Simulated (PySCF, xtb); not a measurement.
difluoro(fluorosilyl)silane (F₃H₃Si₂), SMILES F[SiH2][SiH](F)F. The values are those of a single conformer.

Harmonic wavenumbers (cm⁻¹) from GFN2-xTB (xtb) at its own minimum, in rising order: 19, 129, 151, 188, 259, 428, 479, 576, 639, 652, 723, 779, 810, 832, 846, 2281, 2298, 2361.

Task: What does ωB97X-D3(BJ)/def2-SVP (PySCF) give at its own minimum? (The exact figures need the calculation; the answer reports its results.)

Result: 47, 97, 183, 214, 317, 459, 540, 741, 811, 837, 852, 867, 949, 959, 966, 2274, 2284, 2306. Paired by order, the mean absolute difference is 82 cm⁻¹ and the zero-point energies are 20.7 and 22.4 kcal/mol.
